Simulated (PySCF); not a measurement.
**Trend along group 12: MH molecules**

MP2 with double-zeta basis sets in PySCF, for the lowest determinant that a PBE0 search found; no spin–orbit coupling. De refers to high-spin ground-configuration atoms.

| M | basis | reference, frozen orbitals | state (unpaired electrons) | Re (Å) | ωe (cm⁻¹) | De (eV) |
| --- | --- | --- | --- | --- | --- | --- |
| Zn | def2-SVPD | UHF, 5 | doublet (σ ↑) | 1.578 | 1726 | 1.24 |
| Cd | cc-pVDZ-PP/cc-pVDZ | UHF, 0 | doublet (σ ↑) | 1.713 | 1598 | 0.54 |
| Hg | def2-SVP | UHF, 0 | doublet (σ ↑) | 1.785 | 1018 | -0.08 |

The shortest bond is that of ZnH (1.578 Å), the longest that of HgH (1.785 Å). ZnH is bound most strongly (1.24 eV) and HgH least (-0.08 eV).

The rows differ in basis set, which adds steps of its own.

Down a group the atoms grow and get heavier, so bonds lengthen and wavenumbers fall; this series shows no clear exception.

Correlated steps freeze the inner cores (0 to 5 orbitals); shallow outer-core shells are correlated. Weak bonds: HgH. Basis-set superposition, not corrected here, can be much of De in a small basis, most of all at correlated wavefunction levels. Spin–orbit coupling is left out. A negative De means that the minimum lies above the separated atoms at that level. States were picked by a PBE0 search and need not be the measured ground states.
